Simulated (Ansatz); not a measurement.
SiSn8H16⁻, an alloyed cluster cut from the lattice of tin (1 Si, core). Charge -1, multiplicity 2. Geometry PBE-D4/def2-SVP, that of the neutral singlet; atoms count from 1.

```xyz
25

Si   -0.1145   -0.3483    2.4894
Sn   -0.0628   -2.7742   -1.3045
Sn   -2.5792    1.4294   -0.8330
Sn    2.0052    1.3194   -1.0518
Sn   -2.2969    0.9335    1.9176
Sn   -0.0946   -2.7488    1.5044
Sn    1.9803    0.9907    1.7438
Sn    2.0727   -1.2202   -2.2632
Sn   -0.2990    2.7425   -1.8179
H    -0.0646   -0.4870    3.9967
H    -1.5542   -2.1273   -1.9049
H     0.0571   -4.4101   -1.8734
H    -4.0080    2.3743   -1.1156
H    -2.7782   -0.0723   -1.6748
H     3.4254    2.2185   -1.5086
H    -3.6619    0.0444    2.5167
H    -2.2674    2.4591    2.7449
H    -1.4674   -3.6272    2.1018
H     1.3294   -3.5614    2.0738
H     3.4104    0.1506    2.2572
H     1.9769    2.5415    2.5244
H     3.5654   -2.0046   -1.8490
H     2.0263   -1.0818   -3.9936
H    -0.2309    4.3382   -1.1369
H    -0.3696    2.9212   -3.5437
```

In the def2 sets Sn takes a core potential; there is no spin–orbit coupling. The highest occupied level of the charge -1 doublet lies above zero (up to 1.00 eV). By energy differences its removal costs 0.66 eV (vertical, to the charge 0 singlet, at PBE-D4/def2-SVP); self-interaction error and the lack of diffuse functions both raise the level. The gap within one spin of the charge -1 doublet nearly closes, so an electron or hole may be smeared out by delocalisation error.

(1) Estimate the Mulliken populations from the PBE/def2-SVP orbitals of Ansatz.

(2) Where does the spin sit?

(3) And the Mayer bond orders between bonded heavy atoms (over 0.3)?

Results:

(1) 
| atom | charge (e) | spin (α − β) |
| --- | --- | --- |
| Si1 | -0.15 | 0.01 |
| Sn2 | 0.07 | 0.05 |
| Sn3 | 0.07 | 0.05 |
| Sn4 | 0.06 | 0.07 |
| Sn5 | 0.12 | 0.04 |
| Sn6 | 0.12 | 0.04 |
| Sn7 | 0.09 | 0.07 |
| Sn8 | 0.05 | 0.12 |
| Sn9 | 0.05 | 0.12 |
| H10 | -0.05 | 0.02 |
| H11 | -0.07 | 0.01 |
| H12 | -0.11 | 0.05 |
| H13 | -0.11 | 0.05 |
| H14 | -0.07 | 0.01 |
| H15 | -0.13 | 0.10 |
| H16 | -0.09 | 0.01 |
| H17 | -0.08 | 0.00 |
| H18 | -0.09 | 0.01 |
| H19 | -0.08 | 0.00 |
| H20 | -0.09 | 0.01 |
| H21 | -0.09 | 0.01 |
| H22 | -0.11 | 0.03 |
| H23 | -0.11 | 0.04 |
| H24 | -0.11 | 0.03 |
| H25 | -0.11 | 0.04 |
Mulliken values and Mayer orders depend strongly on the basis.

(2) Summed by element: Si 0.01, Sn 0.56, H 0.43, of 1 unpaired in all. Largest on single atoms: Sn9 0.12, Sn8 0.12, H15 0.10.

(3) Si1–Sn5 0.90 (2.59 Å); Si1–Sn6 0.90 (2.59 Å); Si1–Sn7 0.90 (2.60 Å); Sn2–Sn6 0.84 (2.81 Å); Sn2–Sn8 0.76 (2.81 Å); Sn3–Sn5 0.84 (2.81 Å); Sn3–Sn9 0.76 (2.81 Å); Sn4–Sn7 0.77 (2.81 Å); Sn4–Sn8 0.68 (2.81 Å); Sn4–Sn9 0.68 (2.81 Å).
